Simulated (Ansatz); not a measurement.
Reaction (cleavage of the Al–Al bond): `[NH2][AlH][AlH2]` + `C=C[SiH2]S` → `C=C[SiH2][S][AlH2]` + `[NH2][AlH2]`

Program: Ansatz. Geometries: PBE0-D4/def2-TZVP. ΔE: electronic, gas phase. CCSD(T)/CBS is the MP2 limit (def2-TZVPP, def2-QZVPP) plus CCSD(T) − MP2 in def2-TZVPP, frozen cores. This one scheme is used for every species. Functionals use def2-TZVPP. B3LYP here is the variant with VWN-RPA as its local correlation; programs differ in this. One conformer a species, not always the lowest.

(1) Is it downhill or uphill in electronic energy at CCSD(T)/CBS, and by how much? (An estimate is asked.)

(2) What do these levels give: PBE0-D4, ωB97X-V, ωB97M-V, r2SCAN, B3LYP, CCSD/CBS(def2)? (Estimate.)

Largest T1 diagnostic among the species: 0.012.

Results:

(1) Ansatz gave: Downhill: ΔE = -1.33 eV.

(2) The calculation gave: PBE0-D4 -1.25, ωB97X-V -1.30, ωB97M-V -1.42, r2SCAN -1.34, B3LYP -1.22, CCSD/CBS(def2) -1.30 eV.

From PBE to PBE0 (25 % exact exchange), in def2-TZVPP and without D4, ΔE moves by −0.05 eV. The D4 term adds −0.11 eV with B3LYP and −0.06 eV with PBE0; it sums over pairs of atoms, weighted by their polarisabilities, and B3LYP, whose exchange is more repulsive, gets the larger term.
